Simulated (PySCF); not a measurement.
## Broadened absorption spectrum of C3H10O2Si

Species: C3H10O2Si.
InChI=1S/C3H10O2Si/c1-2-4-3-5-6/h2-3H2,1,6H3

Theory: TDDFT PBE0/def2-SVPD, vertical, gas phase, core orbitals frozen in the response (PySCF 2.14.0, density-fitted response routines). The structure is a single GFN2-xTB conformer in the gas phase; no vibrational or solvent corrections. Torsions of this conformer, `[CH3:1][CH2:2][O:3][CH2:4][O:5][SiH3:6]`: C1–C2–O3–C4 71°, C2–O3–C4–O5 154°, O3–C4–O5–Si6 -9°.

Computed states:

| state | E (eV) | f |
| --- | --- | --- |
| S1 | 6.86 | 0.016 |
| S2 | 7.19 | 0.026 |
| S3 | 7.62 | 0.010 |
| S4 | 7.77 | 0.027 |
| S5 | 7.89 | 0.0035 |
| S6 | 8.10 | 0.034 |

Broadening: Gaussians 0.4 eV wide at half height, area fixed by f = 4.319×10⁻⁹ ∫ε dν̃. The width is an assumption, not a result. The curve ends short of the highest state used, and states not computed would add to its high-energy end.

(1) Give the broadened spectrum and its maxima.

(2) Coming from long wavelengths, where does ε first pass 100 L mol⁻¹ cm⁻¹?

(3) On this curve, what absorbance would a 10⁻⁵ mol/L sample give at 193 nm over a 1 cm path?

## Answers

(1) 
```tsv
E (eV)	ε (L mol⁻¹ cm⁻¹)
6.26	2
6.31	6
6.37	17
6.42	38
6.48	89
6.53	166
6.58	282
6.64	479
6.69	682
6.75	944
6.80	1150
6.85	1327
6.91	1500
6.96	1626
7.01	1748
7.07	1884
7.12	1959
7.18	1955
7.23	1852
7.28	1676
7.34	1438
7.39	1294
7.45	1269
7.50	1397
```

Maxima: 173 nm (7.15 eV), ε about 2000, made up of S1 (13%) and S2 (86%) (ε in L mol⁻¹ cm⁻¹; maxima over ε = 5, shares over 10%). At its high-energy end, 7.50 eV, the curve is still rising (ε about 1400, from S2, S3 and S4).

(2) At about 191 nm (6.49 eV), 0.37 eV below S1.

(3) 193 nm is 6.424 eV, where ε is about 40 L mol⁻¹ cm⁻¹, so A = ε c l ≈ 0.0004 (Beer–Lambert, with the gas-phase spectrum and the assumed width).

Hardware: one thread of an Intel Xeon Platinum 8259CL at 2.50 GHz, no GPU (shared host). Cost: 45 s of wall time (grids of density and orbitals included), 0.78 GiB resident at most.

Without π bonds the low states may be Rydberg-like; a valence basis with one diffuse set may place them up to an eV too high.
